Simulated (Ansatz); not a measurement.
Geometry optimisation, Ansatz 0.2.0, RKS B3LYP/def2-SVP.

input.yaml

```yaml
crystal:
  periodic: [false, false, false]
  atoms:
    - { symbol: F, position_ang: [1.7627, 1.3591, 1.2547] }
    - { symbol: C, position_ang: [0.8321, 0.6308, 0.5508] }
    - { symbol: C, position_ang: [0.966, -0.2768, -0.4823] }
    - { symbol: C, position_ang: [-0.3885, -0.6065, -0.5959] }
    - { symbol: Al, position_ang: [-1.1178, 0.4748, 0.6968] }
    - { symbol: H, position_ang: [1.8738, -0.6174, -1.0029] }
    - { symbol: H, position_ang: [-0.6133, -1.6873, -0.361] }
    - { symbol: H, position_ang: [-2.63901, 0.67455, 0.564] }
    - { symbol: H, position_ang: [-2.4183, 1.0068, 1.5279] }
basis:
  gaussian: { orbitals: def2-SVP }
hamiltonian:
  xc: b3lyp
relax:
  f_tol: 0.02
  max_steps: 50
output:
  orbitals: {}
```

Run as:

```bash
$ ansatz run input.yaml --threads 2 --pin off --max-ram 3072MiB --backend cpu --events-out ev --progress --plain --runs-dir out
```

Question: Where does it end, and by what steps?

Answer: The run converged. After 12 steps the energy has fallen by 5.567 eV; H8 moved furthest, 1.18 Å.

```csv
step,energy less start (eV),largest force component (eV/Å),accepted
0,0.0000,5.128,yes
1,-1.6242,2.250,yes
2,-2.7216,2.160,yes
3,-3.7189,2.836,yes
4,-4.5785,2.372,yes
5,-5.1006,1.416,yes
6,-5.3544,1.322,yes
7,-5.4947,1.043,yes
8,-5.5209,0.655,yes
9,-5.5317,0.701,yes
10,-5.5668,0.072,yes
11,-5.5666,0.090,no
12,-5.5674,0.012,yes
```

```xyz
9
Properties=species:S:1:pos:R:3
F 1.636 1.653 0.734
C 0.624 0.865 0.496
C 0.836 -0.348 -0.198
C -0.420 -0.925 -0.270
Al -1.446 0.573 0.723
H 1.799 -0.718 -0.580
H -0.538 -1.898 -0.768
H -2.336 1.519 -0.198
H -1.897 0.236 2.212
```

Time of the run: 31 s on 2 threads of Arm Neoverse V2, with other jobs on the host, peak memory 0.19 GiB.
